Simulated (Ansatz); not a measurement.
Cost and result for the atomization energy of AlBGeH6 (`[AlH2][BH][GeH3]`) (9 atoms, 8 bonds).

```xyz
9

Al   -1.327   -1.171    1.099
B    -0.557    0.576    0.214
Ge    1.203    0.641   -0.862
H    -2.251   -2.166    0.267
H    -0.938   -1.552    2.596
H    -1.114    1.638    0.263
H     0.829    0.838   -2.348
H     2.063   -0.635   -0.778
H     2.091    1.832   -0.451
```

Total charge 0; spin multiplicity 1. Correlated methods include outer-core shells of Ge, which these sets cover unevenly. Scalar relativity is left out up to krypton. All single points use the PBE0-D4/def2-TZVP geometry. Program: Ansatz. All runs use 2 threads of an Arm Neoverse V1 on a shared host. Times are those of one run each, without the atoms' runs, and a repeat can differ threefold. Electronic energies, without spin–orbit coupling; frozen cores. CCSD(T)/CBS adds CCSD(T) − MP2 in def2-TZVPP to the MP2 limit, and its time is that of the two runs behind it. T1 = 0.013. With those shells the extrapolation isn't a true limit. HSE06 is the plane-wave form, built on full-range PBE exchange.

CCSD(T)/CBS is a level of theory with its own doubt, some kJ/mol a heavy atom from the limit and from the frozen cores, so smaller differences don't rank the functionals.

```json
{"level": "LDA (SPW92)/def2-TZVPP", "functions": "205", "wall time": "1.5 s", "atomization (kcal/mol)": "620.4", "difference from CCSD(T)/CBS": "58.9", "per bond": "7.4"}
{"level": "PBE0-D4/def2-TZVPP", "functions": "205", "wall time": "3.6 s", "atomization (kcal/mol)": "554.2", "difference from CCSD(T)/CBS": "-7.3", "per bond": "-0.9"}
{"level": "HSE06-D4/def2-TZVPP", "functions": "205", "wall time": "4 s", "atomization (kcal/mol)": "554.2", "difference from CCSD(T)/CBS": "-7.3", "per bond": "-0.9"}
{"level": "CCSD(T)/def2-SVP", "functions": "94", "wall time": "4.7 s", "atomization (kcal/mol)": "531.4", "difference from CCSD(T)/CBS": "-30.1", "per bond": "-3.8"}
{"level": "r2SCAN-D4/def2-TZVPP (with forces)", "functions": "205", "wall time": "5.5 s", "atomization (kcal/mol)": "564.1", "difference from CCSD(T)/CBS": "2.6", "per bond": "0.3"}
{"level": "r2SCANh-D4/def2-TZVPP", "functions": "205", "wall time": "6 s", "atomization (kcal/mol)": "562.4", "difference from CCSD(T)/CBS": "0.9", "per bond": "0.1"}
{"level": "B2PLYP/def2-TZVPP", "functions": "205", "wall time": "7 s", "atomization (kcal/mol)": "552.5", "difference from CCSD(T)/CBS": "-9.0", "per bond": "-1.1"}
{"level": "PBE-QIDH/def2-TZVPP", "functions": "205", "wall time": "8 s", "atomization (kcal/mol)": "555.0", "difference from CCSD(T)/CBS": "-6.5", "per bond": "-0.8"}
{"level": "ωB97X-V/def2-TZVPP", "functions": "205", "wall time": "11 s", "atomization (kcal/mol)": "566.1", "difference from CCSD(T)/CBS": "4.6", "per bond": "0.6"}
{"level": "B97M-V/def2-TZVPP", "functions": "205", "wall time": "11 s", "atomization (kcal/mol)": "575.0", "difference from CCSD(T)/CBS": "13.5", "per bond": "1.7"}
{"level": "MP2/def2-QZVPP", "functions": "396", "wall time": "28 s", "atomization (kcal/mol)": "549.7", "difference from CCSD(T)/CBS": "-11.8", "per bond": "-1.5"}
{"level": "CCSD(T)/def2-TZVPP", "functions": "205", "wall time": "97 s", "atomization (kcal/mol)": "551.3", "difference from CCSD(T)/CBS": "-10.2", "per bond": "-1.3"}
{"level": "CCSD(T)/CBS(def2)", "functions": "–", "wall time": "2.1 min", "atomization (kcal/mol)": "561.5", "difference from CCSD(T)/CBS": "0.0", "per bond": "0.0"}
```

The D4 term adds +5.8 kcal/mol with B3LYP and +3.0 kcal/mol with PBE0; it sums over pairs of atoms, weighted by their polarisabilities, and B3LYP, whose exchange is more repulsive, gets the larger term. In def2-TZVPP, CCSD(T) changes the Hartree–Fock value by +121.4 kcal/mol (the triples alone add +4.5 kcal/mol) and MP2 by +113.9 kcal/mol; breaking electron pairs costs correlation energy, which Hartree–Fock lacks. Leaving LDA and LC-ωPBE aside and taking each functional with its dispersion term where it has one, the values, not all of them listed here, spread over 29.6 kcal/mol, from revPBE-D4 to B97M-V. LDA lies +70.0 kcal/mol from PBE without D4, its usual overbinding.

B3LYP here is the variant with VWN-RPA as its local correlation; programs differ in this.
